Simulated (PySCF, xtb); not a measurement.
C₆H₈N₂, SMILES c1cc(N)ccc1N.

xtb 6.7.1 with GFN2-xTB at its own geometry gives an orbital gap of 3.45 eV and a dipole moment of 0.00 D.

Geometry optimised at PBE0-D3(BJ)/def2-SVP. Other conformers were not sampled.

What does PySCF with PBE/def2-TZVP give? (Estimate from the structure and the level; the computed values follow.)

gap 3.22 eV (levels -4.07 and -0.85 eV), dipole 0.00 D.
